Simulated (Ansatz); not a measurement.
Gas-phase electronic energies from Ansatz, PBE0-D4/def2-TZVP geometries. CCSD(T)/CBS adds triple-zeta CCSD(T) − MP2 to the extrapolated MP2 energy (def2 sets, frozen cores). DFT in def2-TZVPP. B3LYP here is the variant with VWN-RPA as its local correlation; programs differ in this. For Br outer-core shells are correlated without core-valence functions, which leaves a few kJ/mol of doubt a bond. Scalar relativity is left out up to krypton. Each species was taken in one conformer, which may not be the lowest.

Consider the formal exchange of groups at a B–C bond: `CB(Cl)CBr` + `O[SiH3]` → `CB(Cl)[SiH2]O` + `CBr`.

CCSD(T)/CBS gives +35.6 kJ/mol.

(1) Another level gave +33.9 kJ/mol. Which?
A. B3LYP/def2-TZVPP
B. SCS-MP2/def2-TZVPP
C. B2PLYP/def2-TZVPP
D. PBE/def2-TZVPP

Largest T1 diagnostic among the species: 0.012.

## Answers

(1) C. B2PLYP 33.9, B3LYP 28.3, PBE 22.9, SCS-MP2/def2-TZVPP 41.7 kJ/mol.

The D4 term adds +3.3 kJ/mol with B3LYP and +1.6 kJ/mol with PBE0; it sums over pairs of atoms, weighted by their polarisabilities, and B3LYP, whose exchange is more repulsive, gets the larger term. From PBE to PBE0 (25 % exact exchange), in def2-TZVPP and without D4, ΔE moves by +3.5 kJ/mol.
